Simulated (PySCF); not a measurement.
## Telling isomers of C7H10FOP apart by NMR

Theoretical values (PySCF): PBE0/pcSseg-1 with gauge-including orbitals, geometry from GFN2-xTB. Rapidly exchanging positions averaged, no solvent, no relativistic terms, one computed conformer.

Referencing at the same level of theory: ¹H (σref 31.72), ¹³C (σref 186.93) vs TMS. Splittings of carbon signals by F and P are missing where no couplings were computed. Where no couplings were computed, multiplicities follow the n + 1 count of equivalent neighbours, and m marks all less simple cases (inequivalent or close neighbours, rings, F or P nearby). Shifts are as computed. Against solution values, carbons near 30 ppm lie about +3 ppm off and those near 130 ppm about +5 ppm. Of 1211 compounds with measured shifts, 218 miss one by over three times the rms of a fit or turn the order of signals round; such compounds aren't used in these exercises.

(1) Tabulate the signals of `COc1[pH]c(C)c(C)c1F`, `CC(C)(C)c1oc(F)cp1`, `CC1=C(F)[P@@]1(=O)C1CCC1` and their relative energies.

(2) What is the quickest way to tell COc1[pH]c(C)c(C)c1F from CC(C)(C)c1oc(F)cp1?

(3) What is the quickest way to tell COc1[pH]c(C)c(C)c1F from CC1=C(F)[P@@]1(=O)C1CCC1?

(4) What is the quickest way to tell CC(C)(C)c1oc(F)cp1 from CC1=C(F)[P@@]1(=O)C1CCC1?

## Answers

(1) 
| SMILES | carbon types | δC | δH | E rel. (kcal/mol) |
| --- | --- | --- | --- | --- |
| COc1[pH]c(C)c(C)c1F | 4×C 3×CH3 | 152.1, 151.9, 147.1, 123.3, 60.2, 16.3, 13.7 | 4.77 (m, 1H), 3.84 (s, 3H), 2.16 (s, 3H), 2.14 (m, 3H) | 22.0 |
| CC(C)(C)c1oc(F)cp1 | 3×C 1×CH 3×CH3 | 212.6, 169.2, 99.3, 40.1, 31.0 | 6.01 (m, 1H), 1.41 (s, 9H) | 0.0 |
| CC1=C(F)[P@@]1(=O)C1CCC1 | 2×C 1×CH 3×CH2 1×CH3 | 182.1, 144.6, 38.8, 25.4, 24.6, 19.9, 12.2 | 2.90 (m, 1H), 2.73 (m, 1H), 2.56 (m, 1H), 2.31 (m, 1H), 2.25 (m, 1H), 2.21 (m, 3H), 1.95 (m, 1H), 1.50 (m, 1H) | 41.8 |

Energies are electronic energies at PBE0/pcSseg-1 on these geometries, without zero-point or thermal terms, each for the one conformer computed, which needn't be the lowest.

(2) Count the carbon signals: 7 against 5. The first has a unsaturated ring carbon (C) at 123.3 ppm, the second an aromatic CH at 99.3 ppm. Their most deshielded carbons lie at 152.1 and 212.6 ppm. In the proton spectra the most deshielded non-exchanging signals are 4.77 (m, 1H) and 6.01 (m, 1H).

(3) Both give the same number of carbon signals, but DEPT or the intensities differ. The first has a methyl carbon bonded to O (CH3) at 60.2 ppm, the second an sp3 CH bonded to P at 38.8 ppm. Their most deshielded carbons lie at 152.1 and 182.1 ppm. In the proton spectra the most deshielded non-exchanging signals are 4.77 (m, 1H) and 2.90 (m, 1H).

(4) Count the carbon signals: 5 against 7. The first has an aromatic CH at 99.3 ppm, the second an sp3 CH bonded to P at 38.8 ppm. Their most deshielded carbons lie at 212.6 and 182.1 ppm. In the proton spectra the most deshielded non-exchanging signals are 6.01 (m, 1H) and 2.90 (m, 1H).
